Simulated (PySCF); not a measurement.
C2H6BClS2, SMILES CSB(Cl)SC. Atoms are numbered in the order given.

```xyz
12

B      0.3304    -0.0111     0.0000
Cl     1.7682     1.0320     0.0000
S     -1.3409     0.6638     0.0000
C     -1.0881     2.4760     0.0000
H     -0.5381     2.7899    -0.8964
H     -2.0880     2.9293     0.0000
H     -0.5381     2.7899     0.8964
S      0.6250    -1.7852     0.0000
C     -1.0639    -2.4932     0.0000
H     -1.6166    -2.1835    -0.8976
H     -0.9484    -3.5849     0.0000
H     -1.6166    -2.1835     0.8976
```

Geometry: B3LYP-D3(BJ)/def2-SVP. Other conformers were not sampled.

Two levels are set side by side: PBE/pcSseg-1 (PySCF) and HF/pcSseg-1 (PySCF). GIAO shifts against BF3 (¹¹B), H2S (³³S), HCl (³⁵Cl), TMS (¹H), TMS (¹³C) at the same level; non-relativistic, no solvent, atoms listed together averaged. Without spin–orbit terms, shifts of atoms bonded to Cl or Br come out too high at both levels. Differences are taken from unrounded values.

```
quantity                PBE
--------------------  -----
δ(¹¹B) of B1 (ppm)     46.0
δ(³⁵Cl) of Cl2 (ppm)  202.5
```

### Question
These are the PBE values. What does HF give? (An estimate is asked for; the answer gives what the named calculation found.)

### Answer

| quantity | HF | PBE minus HF |
|---|---|---|
| δ(¹¹B) of B1 (ppm) | 53.6 | -7.5 |
| δ(³⁵Cl) of Cl2 (ppm) | 116.5 | 86.0 |

Rough cost on one machine, each run with all the roots and properties that it gave: HF against PBE within a factor of 2.
